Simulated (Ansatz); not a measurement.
Geometry optimisation, RKS LDA/STO-3G in Ansatz 0.2.0.

Input:

```yaml
crystal:
  periodic: [false, false, false]
  atoms:
    - { symbol: C, position_ang: [-1.3028, -0.334, 0.4062] }
    - { symbol: C, position_ang: [-0.0121, 0.0871, 1.0069] }
    - { symbol: O, position_ang: [0.8519, -0.9439, 0.9585] }
    - { symbol: B, position_ang: [1.283, 0.1758, 0.0107] }
    - { symbol: "N", position_ang: [1.6269, 0.5885, -1.3999] }
    - { symbol: H, position_ang: [-1.8665, 0.6458, 0.0438] }
    - { symbol: H, position_ang: [-1.2116, -0.9849, -0.4607] }
    - { symbol: H, position_ang: [-1.9415, -0.7607, 1.1606] }
    - { symbol: H, position_ang: [0.0446, 0.6923, 1.9913] }
    - { symbol: H, position_ang: [1.8106, -0.2768, -1.9005] }
    - { symbol: H, position_ang: [0.7829, 1.0538, -1.7964] }
basis:
  gaussian: { orbitals: STO-3G }
hamiltonian:
  xc: lda
relax:
  f_tol: 0.02
  max_steps: 50
```

Command:

```bash
$ ansatz run input.yaml --threads 1 --pin off --max-ram 2048MiB --backend cpu --events-out ev --progress --plain --runs-dir out
```

**Question.** Where does it end, and by what steps?

**Answer.** The run converged. Limits of this set-up: minimal basis. After 9 steps the energy has fallen by 2.723 eV; H11 moved furthest, 0.71 Å.

```tsv
step	energy less start (eV)	largest force component (eV/Å)	accepted
0	0.0000	7.917	yes
1	-2.0415	2.219	yes
2	-2.4763	1.828	yes
3	-2.6365	0.567	yes
4	-2.6996	0.396	yes
5	-2.6892	0.410	no
6	-2.7173	0.351	yes
7	-2.7226	0.074	yes
8	-2.7228	0.059	yes
9	-2.7234	0.017	yes
```

```xyz
11
Properties=species:S:1:pos:R:3
C -1.557 -0.338 0.612
C -0.111 0.135 0.792
O 0.953 -0.946 0.677
B 0.966 0.050 -0.281
N 1.666 0.433 -1.409
H -2.209 0.532 0.422
H -1.642 -1.026 -0.244
H -1.930 -0.853 1.515
H 0.022 0.765 1.695
H 2.477 -0.092 -1.797
H 1.432 1.283 -1.960
```

Whether the end is a true minimum wasn't checked by a vibrational analysis.

The run took 17 s on 1 CPU thread of a shared host.
